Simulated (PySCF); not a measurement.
NICS in isomers of C5H7O2P.

Probes without a nucleus sit at each ring's centroid and 1 Å off its mean plane on both sides; NICS is minus the shielding there, NICSzz its component along the normal. Level: GIAO PBE0/pcSseg-1 (PySCF, non-relativistic, gas phase) on the GFN2-xTB geometries, one conformer each. Atom numbers follow the mapped SMILES.

**Question.** Order these rings by mean NICS(1)zz, lowest (most negative) first (ppm).
A. ring C3–C4–P5–C6–O8 in `[CH3:1][O:2][c:3]1[cH:4][p:5][c:6]([CH3:7])[o:8]1`
B. ring C6–C7–C8 in `[CH:1]#[C:2][P@@:3](=[O:4])([OH:5])[CH:6]1[CH2:7][CH2:8]1`
C. ring C4–C5–C6–O7–C8 in `[OH:1][CH2:2][PH:3][c:4]1[cH:5][cH:6][o:7][cH:8]1`
D. ring P3–C5–C6 in `[CH2:1]=[CH:2][P@:3]1(=[O:4])[CH:5]=[C:6]1[O:7][CH3:8]`
E. ring C3–O4–C5–P6–C7 in `[CH3:1][O:2][c:3]1[o:4][cH:5][p:6][c:7]1[CH3:8]`

**Answer.** C (-26.9), B (-24.6), E (-22.0), A (-20.8), D (-8.6).

```
              SMILES                                                     ring  NICS(0)  NICS(1)  NICS(1)zz  HOMA  rms pucker (Å)  ring atoms with four or more neighbours
          OCPc1ccoc1        5-membered ring with O; formal bonds all aromatic    -11.3    -10.3      -26.9  0.48            0.00                                        0
C#C[P@@](=O)(O)C1CC1           3-membered carbocycle; formal bonds all single    -44.6     -9.1      -24.6     –            0.00                                        3
          COc1ocpc1C  5-membered ring with O and P; formal bonds all aromatic    -11.2     -9.8      -22.0  0.44            0.00                                        0
        COc1cpc(C)o1  5-membered ring with O and P; formal bonds all aromatic    -10.5     -9.3      -20.8  0.40            0.00                                        0
  C=C[P@]1(=O)C=C1OC  3-membered ring with P; formal bonds 1 double, 2 single    -19.7     -7.1       -8.6     –            0.00                                        1
```

NICS(0) gives another order. The isotropic NICS(1) gives another order. HOMA uses Krygowski's 1993 parameters; it is left out where a ring has a four-coordinate atom, a triple bond, no multiple bond or a kind of bond without parameters. NICS(1) and NICS(1)zz are means over the two faces.
